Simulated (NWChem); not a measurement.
Atomisation of boron oxyfluoride (BFO)

```xyz
3

F      0.0000     0.0000    -1.1984
B      0.0000     0.0000     0.0871
O      0.0000     0.0000     1.2938
```
Charge 0, spin multiplicity 1.

The numbers come from NWChem runs, not from measurements. All single points use one geometry, from B3LYP/def2-SVP, a minimum by its harmonic frequencies.

Basis set: def2-TZVP. The atomisation energy is electronic alone: no zero-point, thermal, spin-orbit or counterpoise terms. No value is extrapolated to the basis-set limit. Free atoms are single determinants with multiplicities F 2, B 2, O 3. Correlated methods freeze the same cores in atoms and molecule, 3 orbitals in all.

B3LYP has NWChem's definition, with VWN1-RPA local correlation. The stability of the SCF solutions was not checked. Open-shell Hartree-Fock references start from PBE0 orbitals.

**Question.** For the atomisation energy, PBE gives 372.4 kcal/mol and CAM-B3LYP gives 359.1 kcal/mol. What do LDA (SVWN5), MP2, M06-2X give?

**Answer.** LDA (SVWN5): 421.2 kcal/mol; MP2: 370.1 kcal/mol; M06-2X: 361.1 kcal/mol.
